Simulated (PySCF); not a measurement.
Compound: H6SeSi2.
SMILES with atom numbers: `[SiH3:1][Se:2][SiH3:3]` (hydrogens: H4, H5, H6 on Si1; H7, H8, H9 on Si3)

Computed with PBE0-D3(BJ)/def2-TZVP geometry optimisation, gas phase (PySCF).

Problem. Give the optimised bond lengths and angles.

Solution. 
| bond | length (Å) |
| --- | --- |
| Si1–Se2, Se2–Si3 | 2.277 |
| Si1–H4 and 5 like bonds | 1.484 |

Bonds in one row agree within 0.01 Å and their mean is given. A selection of angles:
| angle | degrees |
| --- | --- |
| Se2–Si1–H4 | 110.7 |
| Se2–Si1–H5 | 106.2 |
| H4–Si1–H5 | 110.1 |
| Si1–Se2–Si3 | 94.8 |

Se2 (selenium bonded to 2 Si) is bent (angle 94.8°). Si1 (SiH3 silicon) is tetrahedral (angles from 106.2° to 110.7°).

Point group: C2v (every atom within 0.08 Å of its image). No frequency check.

Time: 39 s of wall time; peak memory 0.64 GiB. Hardware: Arm Neoverse V2, one thread, shared host. These figures are those of the optimisation.
